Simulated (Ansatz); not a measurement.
Consider the redistribution: `C[SiH2][SiH2]Br` + `[CH3][GeH2][Cl]` → `[Cl][GeH2][SiH2]Br` + `C[SiH2]C`.

Computed with Ansatz on PBE0-D4/def2-TZVP structures; ΔE is electronic, products minus reactants. CCSD(T)/CBS is the MP2 limit (def2-TZVPP, def2-QZVPP) plus CCSD(T) − MP2 in def2-TZVPP, frozen cores. DFT in def2-TZVPP. B3LYP here is the variant with VWN-RPA as its local correlation; programs differ in this. For Br, Ge outer-core shells are correlated without core-valence functions, which leaves a few kJ/mol of doubt a bond. Scalar relativity is left out up to krypton. One conformer a species, not always the lowest.

```
             level  ΔE (kcal/mol)  difference from CCSD(T)/CBS
         r2SCAN-D4           -3.4                         -0.4
           ωB97M-V           -4.0                         -1.0
            B2PLYP           -3.4                         -0.4
             B3LYP           -3.7                         -0.7
     HF/def2-TZVPP           -3.2                         -0.2
   CCSD/def2-TZVPP           -2.7                          0.3
CCSD(T)/def2-TZVPP           -2.6                          0.4
SCS-MP2/def2-QZVPP           -3.1                         -0.1
      HF/CBS(def2)           -3.3                         -0.3
     MP2/CBS(def2)           -3.3                         -0.3
       CCSD(T)/CBS           -3.0                            0
```

Largest T1 diagnostic among the species: 0.010.
